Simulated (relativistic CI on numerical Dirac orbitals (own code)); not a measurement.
## Electric-dipole lines of Pb26+

Computed by Dirac-Coulomb-Breit CI, separate exchange-only KLI orbitals for each configuration, QED by a radiative potential, unscaled Slater integrals (own radial code, finite nucleus).

CI space (outside the closed core [Ar] 3d10): 4s²4p⁶4d¹⁰4f¹⁰, 4s²4p⁶4d¹⁰4f⁹5s, 4s²4p⁶4d¹⁰4f⁸5s², 4s²4p⁶4d⁹4f¹¹, 4s²4p⁶4d¹⁰4f⁹5p, 4s²4p⁶4d¹⁰4f⁸5s5p, 4s²4p⁶4d⁸4f¹², 4s²4p⁵4d¹⁰4f¹¹, 4s²4p⁶4d⁹4f¹⁰5s, 4s²4p⁶4d¹⁰4f⁹6s, 4s4p⁶4d¹⁰4f¹¹, 4s²4p⁴4d¹⁰4f¹², 4p⁶4d¹⁰4f¹², 4s4p⁶4d⁹4f¹², 4s4p⁵4d¹⁰4f¹². Levels of other configurations are missing.

```csv
λ vac (Å),Lower,Upper,A (s⁻¹),log gf,S velocity/length
102.78,4s²4p⁶4d¹⁰4f¹⁰ ⁵I8 [1],4s²4p⁶4d¹⁰4f⁹5s ³L°9 [273],2.44e+05,-5.13,0.30
103.69,4s²4p⁶4d¹⁰4f¹⁰ ⁵I8 [1],4s²4p⁶4d¹⁰4f⁹5s ⁵K°9 [256],6.11e+05,-4.73,0.24
108.07,4s²4p⁶4d¹⁰4f¹⁰ ³M10 [22],4s²4p⁶4d¹⁰4f⁹5s ³M°10 [373],2.08e+06,-4.12,0.44
109.04,4s²4p⁶4d¹⁰4f¹⁰ ⁵I6 [5],4s²4p⁶4d¹⁰4f⁹5s ³I°7 [253],4.68e+05,-4.90,0.80
109.55,4s²4p⁶4d¹⁰4f¹⁰ ⁵F4 [6],4s²4p⁶4d¹⁰4f⁹5s ³F°4 [272],7.68e+05,-4.91,0.66
113.25,4s²4p⁶4d¹⁰4f¹⁰ ⁵G6 [10],4s²4p⁶4d¹⁰4f⁹5s ⁵H°7 [243],7.08e+05,-4.69,0.43
113.50,4s²4p⁶4d¹⁰4f¹⁰ ³M9 [43],4s²4p⁶4d¹⁰4f⁹5s ³M°9 [360],1.39e+06,-4.29,0.62
113.99,4s²4p⁶4d¹⁰4f¹⁰ ⁵G6 [10],4s²4p⁶4d¹⁰4f⁹5s ⁵G°6 [231],6.97e+05,-4.75,0.76
114.18,4s²4p⁶4d¹⁰4f¹⁰ ⁵I8 [1],4s²4p⁶4d¹⁰4f⁹5s ³K°8 [137],2.08e+05,-5.16,0.25
116.81,4s²4p⁶4d¹⁰4f¹⁰ ³K8 [9],4s²4p⁶4d¹⁰4f⁹5s ³L°9 [189],6.15e+05,-4.62,0.22
117.08,4s²4p⁶4d¹⁰4f¹⁰ ³G5 [3],4s²4p⁶4d¹⁰4f⁹5s ⁵H°5 [149],6.21e+05,-4.85,0.24
117.66,4s²4p⁶4d¹⁰4f¹⁰ ⁵I8 [1],4s²4p⁶4d¹⁰4f⁹5s ³K°8 [122],2.03e+05,-5.15,0.38
118.44,4s²4p⁶4d¹⁰4f¹⁰ ⁵I7 [2],4s²4p⁶4d¹⁰4f⁹5s ⁵I°7 [141],4.40e+05,-4.86,0.54
119.49,4s²4p⁶4d¹⁰4f¹⁰ ⁵I6 [5],4s²4p⁶4d¹⁰4f⁹5s ⁵I°6 [144],4.71e+05,-4.88,0.56
121.22,4s²4p⁶4d¹⁰4f¹⁰ ⁵I5 [8],4s²4p⁶4d¹⁰4f⁹5s ⁵I°5 [147],9.43e+05,-4.64,0.44
121.54,4s²4p⁶4d¹⁰4f¹⁰ ³F2 [18],4s²4p⁶4d¹⁰4f⁹5s ⁵F°3 [178],1.25e+06,-4.71,0.49
121.87,4s²4p⁶4d¹⁰4f¹⁰ ⁵G5 [23],4s²4p⁶4d¹⁰4f⁹5s ³G°5 [196],9.57e+05,-4.63,0.98
122.76,4s²4p⁶4d¹⁰4f¹⁰ ³G5 [3],4s²4p⁶4d¹⁰4f⁹5s ⁵F°5 [123],7.96e+05,-4.70,0.65
123.83,4s²4p⁶4d¹⁰4f¹⁰ ⁵F4 [6],4s²4p⁶4d¹⁰4f⁹5s ⁵F°3 [133],9.31e+05,-4.82,0.32
124.29,4s²4p⁶4d¹⁰4f¹⁰ ⁵G6 [10],4s²4p⁶4d¹⁰4f⁹5s ⁵G°6 [138],6.92e+05,-4.68,0.64
125.21,4s²4p⁶4d¹⁰4f¹⁰ ⁵G5 [15],4s²4p⁶4d¹⁰4f⁹5s ⁵F°4 [145],8.39e+05,-4.75,0.24
125.86,4s²4p⁶4d¹⁰4f¹⁰ ⁵G5 [15],4s²4p⁶4d¹⁰4f⁹5s ⁵F°5 [139],1.04e+06,-4.57,0.45
126.03,4s²4p⁶4d¹⁰4f¹⁰ ³G5 [3],4s²4p⁶4d¹⁰4f⁹5s ⁷H°5 [115],7.32e+05,-4.72,0.93
126.34,4s²4p⁶4d¹⁰4f¹⁰ ³L9 [16],4s²4p⁶4d¹⁰4f⁹5s ³M°10 [140],7.02e+05,-4.45,0.33
126.97,4s²4p⁶4d¹⁰4f¹⁰ ⁵I8 [1],4s²4p⁶4d¹⁰4f⁹5s ⁷H°8 [108],3.07e+05,-4.90,0.82
127.24,4s²4p⁶4d¹⁰4f¹⁰ ¹N10 [65],4s²4p⁶4d¹⁰4f⁹5s ³N°10 [266],1.42e+06,-4.14,0.66
129.07,4s²4p⁶4d¹⁰4f¹⁰ ³M10 [22],4s²4p⁶4d¹⁰4f⁹5s ³M°10 [140],7.16e+05,-4.43,0.46
130.65,4s²4p⁶4d¹⁰4f¹⁰ ⁵I4 [7],4s²4p⁶4d¹⁰4f⁹5s ⁵F°4 [114],5.78e+05,-4.88,0.79
134.29,4s²4p⁶4d¹⁰4f¹⁰ ⁵G6 [10],4s²4p⁶4d¹⁰4f⁹5s ⁵F°5 [111],1.14e+06,-4.47,0.49
134.54,4s²4p⁶4d¹⁰4f¹⁰ ⁵G6 [10],4s²4p⁶4d¹⁰4f⁹5s ⁷F°6 [110],4.21e+05,-4.83,1.31
```

Terms are leading LS components. Brackets give the number of a level in order of energy, since labels repeat. The list gives strong lines, with weight on those to low levels, among the lowest 400 of 9409 levels, so that lines to higher ones, which can be the strongest, are missing. Levels whose partners in the same complex of configurations lie outside the list can be far off, and so can their lines. Rates are taken at the computed energies, electric ones in the length gauge. A velocity-to-length ratio far from 1 marks an uncertain rate.

At this charge energies of transitions that change n are usually good to better than 1 %, and those within a shell (Δn = 0) to a few per cent. Terms inside the open d or f shell come out 10 to 20 % too wide with unscaled integrals.

LS names give the leading component of a level, which can be under half, so a name can repeat, a term be missing and a line seem to break the LS rules.
